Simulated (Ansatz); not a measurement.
Cost against result

Saddle point of GeSiH4F2, closed shell (GeSiH₄F₂ ([F][GeH]([F])[SiH3]) → GeF₂ + SiH₄; bonds formed: Si1–H3; bonds broken: Si1–Ge2, Ge2–H3), PBE0-D4/def2-TZVP structure:

```json
{"atom": "Si1", "x (Å)": "-0.7742", "y (Å)": "-0.8255", "z (Å)": "0.1840"}
{"atom": "Ge2", "x (Å)": "0.7669", "y (Å)": "0.9868", "z (Å)": "0.3795"}
{"atom": "H3", "x (Å)": "0.2972", "y (Å)": "0.0250", "z (Å)": "-1.0309"}
{"atom": "F4", "x (Å)": "0.4840", "y (Å)": "2.5289", "z (Å)": "-0.3580"}
{"atom": "F5", "x (Å)": "2.4744", "y (Å)": "0.7843", "z (Å)": "0.1667"}
{"atom": "H6", "x (Å)": "-1.3436", "y (Å)": "-1.0565", "z (Å)": "1.5461"}
{"atom": "H7", "x (Å)": "-1.8871", "y (Å)": "-0.4016", "z (Å)": "-0.6948"}
{"atom": "H8", "x (Å)": "-0.0175", "y (Å)": "-2.0414", "z (Å)": "-0.1924"}
```

Barriers are electronic and count from the start structure reached by relaxing down the imaginary mode.

Ansatz 0.2.0; basis: as named in each row; cores frozen in the correlated methods. Filled d shells of the heavier atoms are correlated. The def2 sets are not built for correlating such inner shells, so the correlated values are less sure here. B3LYP uses VWN-RPA correlation. Extrapolation: Hartree–Fock as exp(−7.88 √X), correlation as X^−2.97.

Times are rough, for one single point on 4 threads of a shared host (Arm Neoverse V1).

The estimate by CCSD(T) at an estimated basis limit (MP2 extrapolated from triple and quadruple zeta, plus CCSD(T) − MP2 in triple zeta) is 48.06 kcal/mol.

| method | basis | time (s) | barrier (kcal/mol) | method less estimate |
| --- | --- | --- | --- | --- |
| HF | STO-3G | under 1 | 91.46 | 43.40 |
| PBE-D4 | STO-3G | under 1 | 59.29 | 11.24 |
| SPW92 | def2-SVP | under 1 | 44.14 | -3.92 |
| PBE-D4 | def2-SVP | under 1 | 44.54 | -3.51 |
| B3LYP-D4 | 6-31G | under 1 | 57.83 | 9.78 |
| PBE0-D4 | def2-SVP | 1 | 49.15 | 1.09 |
| SPW92 | def2-TZVPP | 2 | 42.15 | -5.90 |
| PBE-D4 | def2-TZVPP | 2 | 42.75 | -5.30 |
| BLYP-D4 | def2-TZVPP | 2 | 43.52 | -4.54 |
| B3LYP-D4 | def2-TZVPP | 3 | 46.98 | -1.08 |
| BHLYP-D4 | def2-TZVPP | 3 | 51.75 | 3.69 |
| PBE0-D4 | def2-TZVPP | 3 | 47.06 | -1.00 |
| RPA on PBE | def2-TZVPP | 4 | 47.67 | -0.39 |
| r2SCAN-D4 | def2-TZVPP | 4 | 45.79 | -2.26 |
| CAM-B3LYP-D4 | def2-TZVPP | 4 | 49.87 | 1.81 |
| CCSD(T) | def2-SVP | 4 | 52.41 | 4.35 |
| wB97M-V | def2-SVP | 5 | 49.76 | 1.70 |
| r2SCAN0-D4 | def2-TZVPP | 5 | 48.59 | 0.54 |
| B2PLYP | def2-TZVPP | 6 | 49.03 | 0.97 |
| PBE-QIDH | def2-TZVPP | 6 | 50.80 | 2.75 |
| B97M-V | def2-TZVPP | 7 | 46.34 | -1.72 |
| wB97X-V | def2-TZVPP | 8 | 50.62 | 2.57 |
| wB97M-V | def2-TZVPP | 8 | 47.72 | -0.34 |
| MP2 | def2-QZVPP | 20 | 50.06 | 2.00 |
| CCSD(T) | def2-TZVPP | 110 | 49.80 | 1.74 |

All methods are single points on the PBE0-D4 structures.

T1 diagnostic: at most 0.015.

Losses and insertions of silylenes and their heavier kin drive the gas-phase chemistry of silicon and germanium vapour deposition.

Labels in which every atom is bracketed show which atoms are joined, not bond orders.
